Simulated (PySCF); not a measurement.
# Polarisability and C₆ of Ca (calcium, neutral)

[Ar] 4s2, closed-shell 1S. Calculation: PySCF 2.14, in dyall-av3z; the spin-free X2C one-electron Hamiltonian (Gaussian nucleus). Coupled (time-dependent) response in atomic units; α is the mean over directions.

```tsv
method	mean α (bohr³)	C₆ (like pair)	S(−4)
UHF	182.8	2715	16500
PBE	157.5	2170	12380
PBE0	162.0	2269	12990
```

S(−4) is the Cauchy moment in α(ω) = α(0) + S(−4) ω² + …

Reference α: 160.8 ± 4 bohr³ (recommended; Schwerdtfeger and Nagle, table of static dipole polarizabilities (2023 update)). Published C₆: 2163 (Chu and Dalgarno (2004); Tang, Norbeck and Certain (1976)).

Hartree-Fock lies above the reference because it lacks correlation, which contracts the outer shell.

α(iu) at UHF:

```
u (hartree)  α(iu) (bohr³)
          0          182.8
     0.0500          149.3
      0.100          97.13
      0.200          42.10
      0.300          22.85
      0.500          10.53
      0.750          5.967
       1.00          4.073
       1.50          2.353
       2.00          1.546
       3.00         0.8111
       5.00         0.3370
```

A single London oscillator, α(iu) = α/(1 + u²/ω²), gives C₆ = (3/4) ω α². Matching the computed C₆ needs ω = 4 × 2715 / (3 × 182.8²) = 0.108 hartree.
